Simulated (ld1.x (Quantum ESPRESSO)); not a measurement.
What one change does to a pseudopotential (tungsten (W), TM)

* Element: W (Z = 74)
* Generator: ld1.x (Quantum ESPRESSO) 7.5
* Type: norm-conserving Troullier–Martins (Kleinman–Bylander form)
* Functional: PBE
* Relativity: scalar-relativistic
* Frozen core: [Xe] 4f14
* Valence charge: 6
* Reference configuration: 5d4 6s1.75 6p0 (charge +0.25)
* Partial waves: 6s (bound): rc 2.85 bohr; 6p (bound, empty): rc 2.65 bohr; 5d (bound): rc 1.80 bohr
* Local potential: all-electron potential smoothed inside 2.55 bohr (lloc = -2)
* Core correction: none

Change: local potential all-electron potential smoothed inside 1.58 bohr (lloc = -2).

Cutoffs: the cutoffs (Ry, on a coarse ladder) from which the occupation-weighted sum of valence levels, in a spherical-Bessel basis at the reference potential, stays within 10 and 1 mRy of its value at 400 Ry; they do not see the model core or the augmentation charge, which bear on the density cutoff. Errors are all-electron minus pseudo energies relative to the spin-unpolarised reference configuration.

Question: How do hardness, ghosts and transferability respond?

Answer: The potential gets neither clearly harder nor softer (30 Ry and 35 Ry → 30 Ry and 35 Ry); a bound ghost appears in p, s, which as a rule spoils a file; the number of tests that count goes from 7 to 5; of the 5 tests that both files solve, the error grows in 2 and shrinks in 0 by more than 15 % and 0.3 meV (median size 66.5 → 70.5 meV); the range in which the d phases agree widens (upper end 1.1 → at the end of the scan). In the separable form a ghost depends on how the local part lies against the semilocal potential of the channel, so the choice of the local part can create or remove one.

```tsv
quantity	base	changed
cutoff, loose	30 Ry	30 Ry
cutoff, tight	35 Ry	35 Ry
loose cutoff by channel (10 mRy a level)	s 6 Ry, d 25 Ry	s 8 Ry, d 25 Ry
bound ghosts	none	s, p
tests counted (converged, no solver errors)	7 of 7	5 of 7
error for 5d4 6s2 6p0, meV [ΔE -1.62 eV]	+0.9	+0.8
error for 5d4 6s1 6p0, meV [ΔE 7.26 eV]	+3.5	+3.2
error for 5d4 6s0 6p0, meV [ΔE 22.94 eV]	+66	+70
error for 5d2 6s0 6p0, meV [ΔE 85.54 eV]	+137	+225
error for 5d3 6s0 6p0, meV [ΔE 48.32 eV]	+107	+145
s: phases at 3.09 bohr within 0.05 rad from the reference energy up to (Ry; the scan ends near 5)	0.9	n/a
p: phases at 3.09 bohr within 0.05 rad from the reference energy up to (Ry; the scan ends near 5)	0.3	0.1
d: phases at 3.09 bohr within 0.05 rad from the reference energy up to (Ry; the scan ends near 5)	1.1	to the end of the scan
```

Changed file: Tests not counted: 5d4 6s0 6p1 (solver errors, printed error -1.2 eV); 5d4 6s0 6p2 (solver errors, printed error -9.7 eV). These tests converged, but a pseudo level misses the all-electron one widely, so the file describes the atom poorly there or has found another state: 5d4 6s0 6p0: empty 6p by 3.5 eV; 5d2 6s0 6p0: empty 6s by 4.5 eV (a node warning on the way). A true bound ghost makes a file unfit for plane-wave use even where its test errors are small: the radial tests pick states by their node count and pass the ghost by. Where a test does run into it, the solver fails or the error is huge.
